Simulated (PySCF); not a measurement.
1-chloro-1,3-difluorobuta-1,2-diene (C₄H₃ClF₂), SMILES CC(F)=C=C(F)Cl. Heavy atoms are numbered as in [CH3:1][C:2]([F:3])=[C:4]=[C:5]([F:6])[Cl:7]. Hydrogens are named by the atom that carries them.

The structure is a stationary point at B3LYP-D3(BJ)/def2-SVP.

All values below come from PBE/pcSseg-1 run with PySCF.

GIAO shieldings, no solvent; atoms alike by connectivity are averaged. δ = σ(ref) − σ: ¹³C against TMS (σ = 182.0 ppm); ¹⁹F against CFCl3 (σ = 133.6 ppm); ³⁵Cl against HCl (σ = 936.5 ppm); ¹H against TMS (σ = 31.49 ppm), references at their B3LYP-D3(BJ)/def2-TZVP geometries, non-relativistic (without spin–orbit terms, shifts of atoms bonded to Cl or Br come out too high).

Computed chemical shifts:
```json
[
 {"nucleus": "¹³C", "atoms": "C4", "count": "1", "δ (ppm)": "176.1"},
 {"nucleus": "¹³C", "atoms": "C2", "count": "1", "δ (ppm)": "151.8"},
 {"nucleus": "¹³C", "atoms": "C5", "count": "1", "δ (ppm)": "143.0"},
 {"nucleus": "¹³C", "atoms": "C1 (CH3)", "count": "1", "δ (ppm)": "24.9"},
 {"nucleus": "¹⁹F", "atoms": "F6", "count": "1", "δ (ppm)": "-69.7"},
 {"nucleus": "¹⁹F", "atoms": "F3", "count": "1", "δ (ppm)": "-87.8"},
 {"nucleus": "³⁵Cl", "atoms": "Cl7", "count": "1", "δ (ppm)": "342.0"},
 {"nucleus": "¹H", "atoms": "H on C1", "count": "3", "δ (ppm)": "2.46"}
]
```
